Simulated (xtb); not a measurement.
hydrogen fluoride (hydrogen fluoride), singlet, at a GFN2-xTB geometry; xtb with GFN2-xTB.

The xtb input:
```
$ xtb mol.xyz --gfn 2 --json

# file mol.xyz
2

F     -0.00000000    -0.00000000    -0.09325170
H      0.00000000     0.00000000     0.83926531
```

Task: What does xtb print? Leave out banner, timings and long lists.

Result: 
```
   ID    Z sym.   atoms
    1    9 F      1
    2    1 H      2

           -------------------------------------------------
          |                Calculation Setup                |
           -------------------------------------------------

           -------------------------------------------------
          |                 G F N 2 - x T B                 |
           -------------------------------------------------

          ...................................................
          :                      SETUP                      :
          :.................................................:
          :  # basis functions                   5          :
          :  # atomic orbitals                   5          :
          :  # shells                            3          :
          :  # electrons                         8          :
          :  max. iterations                   250          :
          :  Hamiltonian                  GFN2-xTB          :
          :  restarted?                      false          :
          :  GBSA solvation                  false          :
          :  PC potential                    false          :
          :  electronic temp.          300.0000000     K    :
          :  accuracy                    1.0000000          :
          :  -> integral cutoff          0.2500000E+02      :
          :  -> integral neglect         0.1000000E-07      :
          :  -> SCF convergence          0.1000000E-05 Eh   :
          :  -> wf. convergence          0.1000000E-03 e    :
          :  Broyden damping             0.4000000          :
          :  net charge                          0          :
          :  unpaired electrons                  0          :
          ...................................................

 iter      E             dE          RMSdq      gap      omega  full diag
   1     -5.2389442 -0.523894E+01  0.426E+00   17.58       0.0  T
   2     -5.2417717 -0.282749E-02  0.234E+00   16.91       1.0  T
   3     -5.2424327 -0.661012E-03  0.522E-01   16.42       1.0  T
   4     -5.2424513 -0.186170E-04  0.404E-02   16.51       1.8  T
   5     -5.2424515 -0.135029E-06  0.175E-02   16.51       4.0  T
   6     -5.2424515 -0.269774E-08  0.706E-04   16.51     100.1  T
   7     -5.2424515 -0.159089E-09  0.143E-05   16.51    4942.7  T

   *** convergence criteria satisfied after 7 iterations ***

         :::::::::::::::::::::::::::::::::::::::::::::::::::::
         ::                     SUMMARY                     ::
         :::::::::::::::::::::::::::::::::::::::::::::::::::::
         :: total energy              -5.222873979533 Eh    ::
         :: gradient norm              0.000134777572 Eh/a0 ::
         :: HOMO-LUMO gap             16.509948777861 eV    ::
         ::.................................................::
         :: SCC energy                -5.242451468273 Eh    ::
         :: -> isotropic ES            0.019212456474 Eh    ::
         :: -> anisotropic ES          0.002830032400 Eh    ::
         :: -> anisotropic XC         -0.001425210347 Eh    ::
         :: -> dispersion             -0.000039302223 Eh    ::
         :: repulsion energy           0.019577488740 Eh    ::
         :: add. restraining           0.000000000000 Eh    ::
         :: total charge               0.000000000000 e     ::
         :::::::::::::::::::::::::::::::::::::::::::::::::::::

           -------------------------------------------------
          |                Property Printout                |
           -------------------------------------------------

    * Orbital Energies and Occupations

         #    Occupation            Energy/Eh            Energy/eV
      -------------------------------------------------------------
         1        2.0000           -0.7925477             -21.5663
         2        2.0000           -0.5506505             -14.9840
         3        2.0000           -0.4926612             -13.4060
         4        2.0000           -0.4926612             -13.4060 (HOMO)
         5                          0.1140683               3.1040 (LUMO)
      -------------------------------------------------------------
                  HL-Gap            0.6067295 Eh           16.5099 eV
             Fermi-level           -0.1892964 Eh           -5.1510 eV

     #   Z          covCN         q      C6AA      α(0)
     1   9 F        0.740    -0.389    13.393     4.322
     2   1 H        0.740     0.389     0.517     1.136

 Mol. C6AA /au·bohr⁶  :         18.929406
 Mol. C8AA /au·bohr⁸  :        307.611751
 Mol. α(0) /au        :          5.457784

Wiberg/Mayer (AO) data.
largest (>0.10) Wiberg bond orders for each atom

 ---------------------------------------------------------------------------
     #   Z sym  total        # sym  WBO       # sym  WBO       # sym  WBO
 ---------------------------------------------------------------------------
     1   9 F    0.848 --     2 H    0.848
     2   1 H    0.848 --     1 F    0.848
 ---------------------------------------------------------------------------

Topologies differ in total number of bonds
Writing topology from bond orders to xtbtopo.mol

molecular dipole:
                 x           y           z       tot (Debye)
 q only:        0.000       0.000       0.686
   full:       -0.000       0.000       0.997       2.535
molecular quadrupole (traceless):
                xx          xy          yy          xz          yz          zz
 q only:       -0.484       0.000      -0.484       0.000       0.000       0.967
  q+dip:       -0.673       0.000      -0.673       0.000      -0.000       1.345
   full:       -0.680       0.000      -0.680       0.000      -0.000       1.359

           -------------------------------------------------
          | TOTAL ENERGY               -5.222873979533 Eh   |
          | GRADIENT NORM               0.000134777572 Eh/α |
          | HOMO-LUMO GAP              16.509948777861 eV   |
           -------------------------------------------------

normal termination of xtb
```
